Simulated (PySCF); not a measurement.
H2O4S, SMILES O=S(=O)(O)O. Atoms are numbered in the order given.

```xyz
7

O     -0.6940    -1.0463     0.8623
S      0.0000     0.0000    -0.1678
O      1.0918    -0.6696    -0.8360
O     -1.0918     0.6696    -0.8360
O      0.6940     1.0463     0.8623
H     -0.0232    -1.6981     1.1318
H      0.0232     1.6981     1.1318
```

Coordinates come from a B3LYP-D3(BJ)/def2-SVP optimisation. Other conformers were not sampled.

Level of theory: HF/pcSseg-1 run with PySCF.

GIAO shieldings, no solvent; atoms alike by connectivity are averaged. δ = σ(ref) − σ: ¹⁷O against H2O (σ = 333.0 ppm); ³³S against H2S (σ = 725.2 ppm); ¹H against TMS (σ = 31.99 ppm), references at their B3LYP-D3(BJ)/def2-TZVP geometries, non-relativistic.

| nucleus | atoms | count | δ (ppm) |
|---|---|---|---|
| ¹⁷O | O3, O4 | 2 | 204.3 |
| ¹⁷O | O1, O5 | 2 | 192.6 |
| ³³S | S2 | 1 | 538.6 |
| ¹H | H6, H7 | 2 | 5.84 |
